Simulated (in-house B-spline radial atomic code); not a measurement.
## Ho IX (Ho8+): [Kr] 4d10 4f9 5s2 5p1 8d1 (an excited or competing configuration)

Level of theory: Dirac-Hartree-Fock, average of configuration, Fermi nucleus of rms radius 5.2022 fm; calculated with an all-electron radial atomic-structure program (B-spline basis).

Effective charges: Z_r = [3n² - l(l+1)]/(2<r>) from the radius, Z_e = n√(-2ε) from the energy, and Slater's rules. Values are occupation-weighted means over j. An effective charge above Z reflects the relativistic contraction of the inner shells.

```json
{"shell": "1s", "electrons": "2", "ε (eV)": "-56101", "<r> (bohr)": "0.02074", "Z_r": "72.34", "Z_e": "64.21", "Slater": "66.70"}
{"shell": "2s", "electrons": "2", "ε (eV)": "-9629.9", "<r> (bohr)": "0.08746", "Z_r": "68.60", "Z_e": "53.21", "Slater": "62.85"}
{"shell": "2p", "electrons": "6", "ε (eV)": "-8578", "<r> (bohr)": "0.07773", "Z_r": "64.32", "Z_e": "50.22", "Slater": "62.85"}
{"shell": "3s", "electrons": "2", "ε (eV)": "-2318.6", "<r> (bohr)": "0.2287", "Z_r": "59.04", "Z_e": "39.16", "Slater": "55.75"}
{"shell": "3p", "electrons": "6", "ε (eV)": "-1987.1", "<r> (bohr)": "0.2277", "Z_r": "54.91", "Z_e": "36.26", "Slater": "55.75"}
{"shell": "3d", "electrons": "10", "ε (eV)": "-1548.7", "<r> (bohr)": "0.2077", "Z_r": "50.56", "Z_e": "32.01", "Slater": "45.85"}
{"shell": "4s", "electrons": "2", "ε (eV)": "-599.94", "<r> (bohr)": "0.5177", "Z_r": "46.36", "Z_e": "26.56", "Slater": "39.25"}
{"shell": "4p", "electrons": "6", "ε (eV)": "-486.91", "<r> (bohr)": "0.5474", "Z_r": "42.02", "Z_e": "23.93", "Slater": "39.25"}
{"shell": "4d", "electrons": "10", "ε (eV)": "-327.63", "<r> (bohr)": "0.5898", "Z_r": "35.60", "Z_e": "19.63", "Slater": "27.85"}
{"shell": "5s", "electrons": "2", "ε (eV)": "-182.42", "<r> (bohr)": "1.166", "Z_r": "32.17", "Z_e": "18.31", "Slater": "15.35"}
{"shell": "4f", "electrons": "9", "ε (eV)": "-156.35", "<r> (bohr)": "0.6892", "Z_r": "26.12", "Z_e": "13.56", "Slater": "18.20"}
{"shell": "5p", "electrons": "1", "ε (eV)": "-154.02", "<r> (bohr)": "1.282", "Z_r": "28.46", "Z_e": "16.82", "Slater": "15.35"}
{"shell": "8d", "electrons": "1", "ε (eV)": "-26.667", "<r> (bohr)": "6.608", "Z_r": "14.07", "Z_e": "11.20", "Slater": "9.00"}
```

The least bound orbital is 8d5/2 at -26.61 eV, and it is also the most diffuse (<r> = 6.622 bohr).

Spin-orbit splittings of the orbital energies (j = l + 1/2 above j = l - 1/2 when positive): 2p 859.2 eV, 3p 182.8 eV, 3d 39.46 eV, 4p 41.62 eV, 4d 7.721 eV, 4f 1.145 eV, 5p 7.535 eV, 8d 0.1289 eV.

For the 1s electron the small component carries 6.27 % of the norm, the zero-frequency Breit interaction raises the level by 175.1 eV, self-energy by 106.2 eV, and vacuum polarisation lowers it by 18.1 eV.
